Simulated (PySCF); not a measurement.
TlBr₃ (singlet). Level of theory: PBE0 in PySCF with Tl def2-SVP with ECP60, Br def2-SVP; scalar-relativistic core potentials, no spin–orbit coupling; density-fitted integrals.

Harmonic bands of its minimum:

| ω (cm⁻¹) | IR (km/mol, summed over degenerate members) | degeneracy |
| --- | --- | --- |
| 52 | 6.1 | 2 |
| 64 | 3.4 | 1 |
| 197 | 0.0 | 1 |
| 242 | 64.3 | 2 |

Problem. The central atom is Tl. Infer the point group and assign the bands.

Solution. D3h. The modes span 2e' + a2'' + a1': 52 e', 64 a2'', 197 a1', 242 e'. The computed geometry has Tl–Br 2.527 Å (×3); Br–Tl–Br 120.0° (×3).

Spin–orbit coupling, left out here, can matter for elements this heavy.
